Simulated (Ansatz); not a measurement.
A nudged elastic band was laid between two geometries of ClF2GeH + H3N (9 atoms, charge 0, multiplicity 1).

All numbers below come from Ansatz 0.2.0, RHF/def2-SVP.

```yaml
movable_images: 5
climbing_image: yes
spring: 5.0 eV/Å²
optimiser: quadratic models (default)
start_path: through a guess of the saddle point
force_threshold: 0.05 eV/Å
iteration_limit: 60
end_points: relaxed
```

Image 0:

```xyz
9
Properties=species:S:1:pos:R:3
Ge 0.140 0.071 0.095
Cl 0.689 -0.137 2.152
F 1.675 -0.020 -0.676
H -0.417 1.381 -0.386
F -0.552 -1.364 -0.526
N -2.301 0.035 1.049
H -2.776 -0.657 0.493
H -2.848 0.879 1.025
H -2.304 -0.293 2.002
```

Image 6:

```xyz
9
Properties=species:S:1:pos:R:3
Ge -0.497 0.101 -0.494
Cl -0.421 0.638 3.724
F 0.654 -1.149 -0.347
H 0.130 1.462 -0.325
F -1.054 -0.041 -2.109
N -1.799 -0.298 0.687
H -2.093 -1.259 0.699
H -2.606 0.301 0.692
H -1.008 0.140 2.701
```

(1) What changes between the two ends?

(2) What energy profile does the band end with?

(3) What is the geometry of the highest image?

## Answers

(1) Bonds broken: Ge1–Cl2, N6–H9. Bonds formed: Ge1–N6, Cl2–H9. ClF2GeH + H3N becomes ClH + F2GeH3N.

(2) The run converged. The highest image is number 4 of 0 to 6, 1.28 eV above the first end and 0.59 eV above the last; the last end lies 0.69 eV above the first. The profile has 2 maxima (images 1, 4) with wells between them (image 3): this band takes more than one step, which may be the mechanism or a detour left from its start path. A vibrational analysis at the climbing image gives one clearly imaginary mode, 952i cm⁻¹: a first-order saddle point. The orbitals stay closed-shell, which can raise the energy where a bond breaks towards radicals; this wasn't checked here.

```
image  path coordinate (Å)  energy (eV)  Ge1–Cl2 (Å)  N6–H9 (Å)  Ge1–N6 (Å)
    0                 0.00         0.00         2.14       1.01        2.62
    1                 1.85         0.42         2.22       1.01        2.18
    2                 3.70         0.39         2.26       1.01        2.11
    3                 5.54         0.26         2.23       1.01        2.16
    4                 7.39         1.28         3.26       1.21        1.88
    5                 8.13         0.74         3.68       1.95        1.81
    6                 8.87         0.69         4.25       2.21        1.80
```

(3) 
```xyz
9
Properties=species:S:1:pos:R:3:forces:R:3
Ge -0.419 0.125 -0.259 0.00 0.00 0.00
Cl -0.192 0.831 2.911 0.00 0.00 0.00
F 0.615 -1.211 -0.132 0.00 0.00 0.00
H 0.215 1.476 -0.166 0.00 0.00 0.00
F -1.168 -0.053 -1.786 0.00 0.00 0.00
N -1.805 -0.287 0.940 0.00 0.00 0.00
H -1.944 -1.284 1.033 0.00 0.00 0.00
H -2.693 0.145 0.732 0.00 0.00 0.00
H -1.301 0.153 1.954 0.00 0.00 0.00
```

The run took 6.8 min on 2 threads of Arm Neoverse V1, with other jobs on the host, peak memory 0.28 GiB.
